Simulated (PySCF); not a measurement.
F₂HOSTa, SMILES [OH][Ta]([F])([F])=[S], multiplicity 1. Geometry optimised at B3LYP-D3(BJ)/def2-SVP. The multiplicity is an assumed one; no other spin state was optimised. The structure was generated by enumeration; whether it is a known compound was not checked. The def2 effective core potentials stand for the cores of Ta; spin–orbit coupling is left out. Other conformers were not sampled.

Computed equilibrium geometry at B3LYP-D3(BJ)/def2-SVP (PySCF confirms it by a frequency run) as a Z-matrix, and its point group (one conformer of several):
point group Cs.
```
Ta
F 1 1.8832
F 1 1.8832 2 112.34
O 1 1.8854 2 109.78 3 -122.45
H 4 0.9654 1 137.28 2 -118.02
S 1 2.1703 2 108.39 4 -117.82
```
